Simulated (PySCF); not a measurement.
Working with the constants of PbN

ROHF-CCSD(T) constants of PbN, ²Π (doublet), unpaired electrons π ↑ (PySCF, scalar-relativistic core potentials, basis sets Pb def2-TZVPP with ECP60, N def2-TZVPP; masses 207.9766 and 14.0031 u):

| Property | Result |
| --- | --- |
| ωe | 591.1 cm⁻¹ |
| ωexe | 3.96 cm⁻¹ |
| Be | 0.29953 cm⁻¹ |
| αe | 0.00231 cm⁻¹ |
| De to Pb + N | 2.04 eV |

Problem. What force constant and bond length do these constants imply?

Solution. Reduced mass μred = 13.120 u; k = 5.8918×10⁻⁷·μred·ωe² (u, cm⁻¹, mdyn/Å) = 2.70 mdyn/Å; Re = √(16.8576/(μred·Be)) (u, cm⁻¹, Å) = 2.071 Å.

Problem. Estimate the centrifugal constant D from the Kratzer relation and find the Dunham coefficient a1.

Solution. D = 4Be³/ωe² = 3.08e-07 cm⁻¹; a1 = −1 − αeωe/(6Be²) = -3.54.

Correlated steps freeze 5 core orbitals. These are scalar-relativistic numbers at best; spin–orbit coupling would shift them, the dissociation energy most. The state was picked by a PBE0 search and need not be the measured ground state.
